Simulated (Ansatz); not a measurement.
Ansatz (a program for electronic structure) input (CCSD(T)/def2-SVPD):

Ansatz 0.2 input:
```yaml
crystal:
  periodic: [false, false, false]
  atoms:
    - {symbol: Zn, position_ang: [-0.00000000, -0.00000000, -0.72285354]}
    - {symbol: S, position_ang: [0.00000000, 0.00000000, 1.35535039]}
basis:
  gaussian:
    orbitals: def2-SVPD
magnetization: {spin_polarized: false}
correlation: {method: ccsd_t, electrons: outside_noble_gas}
output: {forces: true}
```

End of the output:

```
cycle   2  -11.70484213 eV  change    5.0e-5 eV  update   6.4e-4
cycle   3  -11.70477503 eV  change    6.7e-5 eV  update   3.7e-4
cycle   4  -11.70505894 eV  change   -2.8e-4 eV  update   1.1e-4
cycle   5  -11.70509363 eV  change   -3.5e-5 eV  update   4.1e-5
cycle   6  -11.70506015 eV  change    3.3e-5 eV  update   1.3e-5
cycle   7  -11.70506752 eV  change   -7.4e-6 eV  update   7.4e-6
cycle   8  -11.70505991 eV  change    7.6e-6 eV  update   1.4e-6
cycle   9  -11.70505928 eV  change    6.4e-7 eV  update   5.0e-7
coupled cluster: 0.10 GiB planned
perturbative correction -0.49418329 eV, -0.0181609008 hartree
the calculation of the forces begins
Total energy: -59195.05226566 eV, -2175.3780469156 hartree
Atom 0 at    -0.000000    -0.000000    -0.722854 Å, force     0.000000     0.000000    -0.489843 eV/Å
Atom 1 at     0.000000     0.000000     1.355350 Å, force    -0.000000     0.000000     0.489843 eV/Å
Dipole moment:    -0.000000    -0.000000    -1.191669 e Å
```
